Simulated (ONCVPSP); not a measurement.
## What one change does to a pseudopotential (Li (Z = 3), ONCV)

- Element: Li (Z = 3)
- Generator: ONCVPSP 4.0.1
- Type: optimised norm-conserving Vanderbilt (ONCV)
- Functional: revPBE
- Relativity: scalar-relativistic
- Frozen core: none
- Valence charge: 3
- Reference configuration: 1s2 2s0.5 (charge +0.5)
- Partial waves: 1s+2s: rc 1.25 bohr, ncon 4, nbas 8, qcut 12.7 1/bohr, 2 projectors; p scattering state at 0.11 Ha: rc 1.30 bohr, ncon 4, nbas 8, qcut 7.7 1/bohr, 2 projectors, debl 0.6 Ha
- Local potential: polynomial inside 0.90 bohr (lpopt 4, dvloc0 0 Ha)
- Core correction: none

Change: all radii scaled by about 1.17 (s 1.46, p 1.52 bohr); local potential polynomial inside 1.04 bohr (lpopt 4, dvloc0 0 Ha).

Cutoffs: the cutoffs (Ha) at which the residual kinetic energy of the hardest occupied pseudo-wave falls to 1 and 0.1 mHa per electron; they do not see the model core or the augmentation charge, which bear on the density cutoff. Errors are all-electron minus pseudo energies relative to the spin-unpolarised reference configuration.

Task: What does the change do?

Result: The potential gets neither clearly harder nor softer (42 Ha and 51 Ha → 37 Ha and 51 Ha); of the 4 tests that both files solve, the error grows in 1 and shrinks in 0 by more than 15 % and 0.3 meV (median size 0.1 → 0.1 meV); neither file shows a bound ghost.

```csv
quantity,base,changed
"cutoff, loose",42 Ha,37 Ha
"cutoff, tight",51 Ha,51 Ha
bound ghosts,none,none
GHOST(+) flags under 300 eV,none,none
"error for 1s2 2s1, meV [ΔE -2.05 eV]",0.0,0.0
"error for 1s2 2s0, meV [ΔE 3.27 eV]",+0.1,0.0
"error for 1s2 2s0 2p1, meV [ΔE -0.26 eV]",+0.1,+0.1
"error for 1s1 2s1, meV [ΔE 66.50 eV]",+844,+1380
```
